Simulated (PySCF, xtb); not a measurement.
C₂H₄N, SMILES CC#[NH+], charge +1.

Harmonic wavenumbers (cm⁻¹) from GFN2-xTB (xtb 6.7.1) at its own minimum, in rising order: 348, 348, 510, 510, 938, 938, 1054, 1295, 1295, 1327, 2369, 2956, 2956, 2971, 3505.

Task: What does B3LYP-D3(BJ)/def2-TZVP in PySCF 2.14.0 give at its own minimum? (The exact figures need the calculation; the answer reports its results.)

Result: 398, 398, 579, 579, 921, 1041, 1041, 1391, 1425, 1425, 2383, 3029, 3109, 3109, 3667. Paired by order, the mean absolute difference is 83 cm⁻¹ and the zero-point energies are 33.3 and 35.0 kcal/mol.
